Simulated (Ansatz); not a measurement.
Reaction (isomerisation): `CN(C)N[SiH3]` → `CN[SiH2]CN`

Program: Ansatz. Geometries: PBE0-D4/def2-TZVP. ΔE: electronic, gas phase. CCSD(T)/CBS adds triple-zeta CCSD(T) − MP2 to the extrapolated MP2 energy (def2 sets, frozen cores). DFT in def2-TZVPP. B3LYP here is the variant with VWN-RPA as its local correlation; programs differ in this. Each species was taken in one conformer, which may not be the lowest.

`CN(C)N[SiH3]`:

```xyz
15

C    -1.203   -0.837   -0.660
N     0.201   -0.884   -0.318
C     0.415   -1.269    1.060
N     0.866    0.317   -0.625
Si    0.445    1.915   -0.126
H    -1.313   -0.585   -1.716
H    -1.648   -1.819   -0.488
H    -1.772   -0.100   -0.066
H    -0.030   -2.252    1.229
H     1.486   -1.331    1.253
H    -0.029   -0.563    1.782
H     1.529    0.190   -1.371
H     1.532    2.769   -0.667
H    -0.862    2.415   -0.644
H     0.384    2.033    1.356
```

`CN[SiH2]CN`:

```xyz
15

C    -1.199   -1.318    1.047
N     0.088   -1.306    0.382
Si    0.415   -0.451   -1.075
C     0.903    1.334   -0.731
N    -0.003    1.863    0.287
H    -1.814   -2.186    0.776
H    -1.088   -1.312    2.137
H    -1.760   -0.422    0.776
H     0.669   -2.096    0.607
H    -0.792   -0.438   -1.951
H     1.534   -1.158   -1.761
H     0.766    1.900   -1.660
H     1.971    1.404   -0.473
H     0.191    2.836    0.487
H     0.120    1.350    1.152
```

```tsv
level	ΔE (kJ/mol)	difference from CCSD(T)/CBS
r2SCAN-D4	-130.0	4.9
PBE0-D4	-129.9	5.0
B3LYP-D4	-127.1	7.8
B2PLYP	-132.2	2.7
r2SCAN	-130.3	4.6
MP2/def2-TZVPP	-136.9	-2.0
CCSD/def2-TZVPP	-133.3	1.6
CCSD(T)/def2-TZVPP	-131.5	3.4
SCS-MP2/def2-QZVPP	-135.4	-0.5
MP2/CBS(def2)	-140.4	-5.5
CCSD(T)/CBS	-134.9	0
```

Largest T1 diagnostic among the species: 0.010.

From PBE to PBE0 (25 % exact exchange), in def2-TZVPP and without D4, ΔE moves by −4.3 kJ/mol.
